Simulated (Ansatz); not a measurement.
`C[SiH2]N[SiH2]O`, one more setting.

```yaml
crystal:
  periodic: [false, false, false]
  atoms:
    - {symbol: C, position_ang: [-0.170814, -1.369346, 2.041394]}
    - {symbol: Si, position_ang: [0.023919, 0.409666, 1.242563]}
    - {symbol: N, position_ang: [-0.655931, 0.477800, -0.442020]}
    - {symbol: Si, position_ang: [0.138298, 0.986163, -1.979363]}
    - {symbol: O, position_ang: [0.409635, -0.306155, -3.096600]}
    - {symbol: H, position_ang: [0.254986, -1.379916, 3.107572]}
    - {symbol: H, position_ang: [0.381488, -2.163520, 1.425014]}
    - {symbol: H, position_ang: [-1.276008, -1.673376, 2.105548]}
    - {symbol: H, position_ang: [-0.686909, 1.444171, 2.178481]}
    - {symbol: H, position_ang: [1.530561, 0.798736, 1.121866]}
    - {symbol: H, position_ang: [-1.675488, 0.193457, -0.534361]}
    - {symbol: H, position_ang: [-0.777214, 1.952442, -2.782687]}
    - {symbol: H, position_ang: [1.481942, 1.656738, -1.559969]}
    - {symbol: H, position_ang: [1.008094, -1.057415, -2.796989]}
basis:
  gaussian: {orbitals: aug-pcseg-2, point_charges: [{charge: 1.00, position_ang: [5.666, 0.987, -0.299]}]}
hamiltonian: {xc: {name: RPBE}, dispersion: d3bj}
```

```sh
$ ansatz run in.yaml --threads 4 --pin off --events-out ev --progress --plain --max-ram 10444MiB
```

Output, abridged:

```
Functional definition: RPBE
1804 factors; their error is unknown
mean field evaluation 1: about -20458.5508 eV, gradient 1.0e2 eV
mean field evaluation 2: about -20338.5647 eV, gradient 2.1e2 eV
mean field evaluation 4: about -20478.7018 eV, gradient 2.3e1 eV
mean field evaluation 8: about -20479.9576 eV, gradient 3.4e-1 eV
mean field evaluation 16: about -20479.9063 eV, gradient 6.5e-4 eV
mean field -20479.90626456 eV, -752.6226734436 hartree, gradient 3.3e-5 eV, S^2 0.000000; 0 other end points of the search recorded, 0 dependent functions left out
reference -20479.90635294 eV, -752.6226766913 hartree; 29, 29 occupied and 416, 416 virtual orbitals, 1804 factors
Total energy: -20481.48714695 eV, -752.6807697996 hartree
```

Hardware: 4 threads of an Arm Neoverse V2 on a shared host. Wall time 7.5 s, peak host memory 0.95 GiB.
